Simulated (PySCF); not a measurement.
A database entry of computed molecular properties. Lists by class give the value and the number of equivalent atoms.

```json
{
 "formula": "C9H12Si",
 "smiles": "C#C[Si@]1(C)C[C@H](C#CC)C1",
 "charge": 0,
 "multiplicity": 1,
 "geometry_level": "GFN2-xTB",
 "atoms_angstrom": [
  ["C", 3.081, -0.335, 2.175],
  ["C", 2.506, -0.229, 1.124],
  ["Si", 1.626, -0.061, -0.499],
  ["C", 2.883, -0.1, -1.921],
  ["C", 0.246, 1.265, -0.55],
  ["C", -0.824, 0.18, -0.844],
  ["C", -1.947, 0.235, 0.061],
  ["C", -2.849, 0.279, 0.85],
  ["C", -3.95, 0.329, 1.789],
  ["C", 0.031, -1.105, -0.675],
  ["H", 3.582, -0.428, 3.096],
  ["H", 2.4, -0.001, -2.889],
  ["H", 3.601, 0.707, -1.82],
  ["H", 3.436, -1.034, -1.916],
  ["H", 0.296, 2.038, -1.315],
  ["H", 0.062, 1.758, 0.402],
  ["H", -1.19, 0.267, -1.871],
  ["H", -4.378, 1.332, 1.813],
  ["H", -4.725, -0.378, 1.494],
  ["H", -3.599, 0.072, 2.789],
  ["H", -0.052, -1.791, -1.516],
  ["H", -0.246, -1.653, 0.223]
 ],
 "electronic_structure_code": "PySCF",
 "results": {
  "GFN2-xTB geometry": {
   "rotational_constants_GHz": [1.935, 0.579, 0.489]
  },
  "PBE0/pcSseg-1 ground state and GIAO shieldings, non-relativistic": {
   "dipole_D": 0.4,
   "homo_eV": -6.93,
   "lumo_eV": -0.12,
   "shift_vs_computed_TMS_C_by_class_ppm": [
    [104.4, 1],
    [93.2, 1],
    [92.0, 1],
    [84.1, 1],
    [28.7, 2],
    [21.7, 1],
    [5.0, 1],
    [0.6, 1]
   ],
   "shift_vs_computed_TMS_H_by_class_ppm": [
    [2.96, 1],
    [2.12, 1],
    [2.01, 3],
    [1.89, 2],
    [1.86, 2],
    [0.4, 3]
   ],
   "shielding_other_nuclei_by_class_ppm": [
    ["Si", 368.1, 1]
   ],
   "charges_hirshfeld_e_by_atom": [-0.09, -0.16, 0.42, -0.21, -0.16, -0.01, -0.06, -0.06, -0.1, -0.16, 0.1, 0.05, 0.05, 0.05, 0.04, 0.04, 0.05, 0.06, 0.06, 0.06, 0.04, 0.04]
  }
 }
}
```

The dipole matches unit charges of opposite sign 0.08 Å apart (1 e·Å = 4.8032 D). With B = h/(8π²I), that is 505.379 GHz u Å² over I, the principal moments of inertia are 261.2, 873.3 and 1033.3 u Å² (most abundant isotopes); the inertial defect Ic − Ia − Ib is -101.2 u Å² (zero for a rigid planar frame, negative otherwise). The rotational constants make it an asymmetric top with κ = (2B − A − C)/(A − C) = -0.88, nearer the prolate limit (−1).

Geometry: GFN2-xTB; no solvent or vibrations. NMR classes are plain means over equivalent atoms (diastereotopic ones count apart unless rotation or inversion swaps them), as if these changed places fast; in this geometry the members of some classes differ.
